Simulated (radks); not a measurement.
The numbers below are computed, except where a source is named.
All-electron atom: Cl2+ in [He] 2s2 2p4 3s2 3p3 4f2 (not the ground configuration).

Level of theory: scalar-relativistic Kohn-Sham, Wu-Cohen GGA, spin-polarised, spherical densities, finite nucleus; open shells are filled with parallel spins first; Fermi nuclear charge, rms radius 3.3654 fm (a radial shooting solver on a logarithmic mesh with Libxc functionals).

Energy parts (hartree):
total: -441.59104
kinetic: 443.80234
electron-nucleus: -1016.03469
Hartree: 155.13168
exchange-correlation: -24.49037

Orbitals (lengths in bohr, moments of r in powers of bohr; r(90%) holds 90 % of the orbital's charge):
| orbital | occ. | eigenvalue (hartree) | r(90%) |
|---|---|---|---|
| 1s up | 1 | -106.1483 | 0.162 |
| 1s down | 1 | -105.9172 | 0.162 |
| 2s up | 1 | -13.08991 | 0.659 |
| 2s down | 1 | -12.71940 | 0.663 |
| 2p up | 3 | -11.07465 | 0.623 |
| 2p down | 1 | -10.64529 | 0.630 |
| 3s up | 1 | -2.66921 | 1.82 |
| 3s down | 1 | -2.44718 | 1.86 |
| 3p up | 3 | -2.12506 | 1.93 |
| 3p down | 0 | -1.90724 | 1.99 |
| 3d up | 0 | -1.31281 | 2.13 |
| 3d down | 0 | -1.11999 | 2.26 |
| 4s up | 0 | -0.77758 | 4.35 |
| 4f up | 2 | -0.28512 | 6.73 |

The highest occupied level is 4f up at -7.759 eV. The configuration is held as typed, so some empty levels lie below it. The spin density at the nucleus is -0.716 e/bohr^3 (1s -4.398, 2s 2.982, 3s 0.700).
